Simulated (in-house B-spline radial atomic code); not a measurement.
Values are calculated unless marked as measured or tabulated.
**He ion on As atom: potential, deflection and energy transfer**

The pair potential comes from two frozen, spherical free-atom densities (PBE, B-spline radial code, scalar-relativistic past argon): electrostatics plus the change in Thomas-Fermi kinetic and Dirac exchange energy where they overlap, the recipe behind the universal ZBL potential, which averages such potentials (from solid-state densities) over many pairs. It is written V = (Z1 Z2 e²/r) φ(r/a), with e² = 14.3996 eV·Å and a = 0.46850 Å/(Z1^0.23 + Z2^0.23); ZBL's fit is φ = 0.18175 e^(−3.1998x) + 0.50986 e^(−0.94229x) + 0.28022 e^(−0.4029x) + 0.02817 e^(−0.20162x). Where φ falls below 4e-4 it is continued as an exponential.

Masses 4.0 and 74.92 u.

```csv
x = r/a,"φ, this pair","φ, ZBL"
0.1,0.8836,0.8928
0.25,0.7597,0.7647
0.5,0.6084,0.6096
1,0.4231,0.4164
1.5,0.3039,0.2995
2,0.221,0.2218
3,0.129,0.1292
4,0.08171,0.08026
5,0.05256,0.05224
6.5,0.02755,0.02914
8,0.01518,0.01705
10,0.007465,0.008778
12,0.003839,0.00474
14.5,0.001643,0.002328
17,0.0006551,0.001212
```

Q: At x = 4 the electrostatic, kinetic and exchange parts are -18.47, 180.63 and -20.95 eV. Find r, V and φ.

A: a = 0.46850/(1.1728 + 2.2349) = 0.13748 Å, so r = 0.54993 Å. V = -18.47 + 180.63 + (-20.95) = 141.21 eV. The bare repulsion is 2 × 33 × 14.3996/0.54993 = 1728.2 eV, so φ = 0.0817, +1.8 % against ZBL's 0.0803. The kinetic (Pauli) term is 128 % of V here, as the other two terms together attract.

Q: The ion comes in at 0.7282 keV with impact parameter 0.2750 Å. The scattering integral gives a centre-of-mass angle of 56.87° and a closest approach of 2.823 a. What are the reduced energy, the energy passed on and the laboratory angles?

A: ε = E a M2/(Z1 Z2 e² (M1 + M2)) = 728.2 × 1.3733e-04 = 0.1. The most that one collision can pass on is γE with γ = 4 M1 M2/(M1 + M2)² = 0.1925. Here T = γE sin²(θ/2) = 0.1925 × 728.2 × 0.2267 = 31.77 eV. The ion turns by arctan(sin θ/(cos θ + M1/M2)) = 54.4°, and the struck atom leaves at (180° − θ)/2 = 61.6°. The closest approach is 0.388 Å. With ZBL the angle would be 57.39° and T = 32.31 eV.
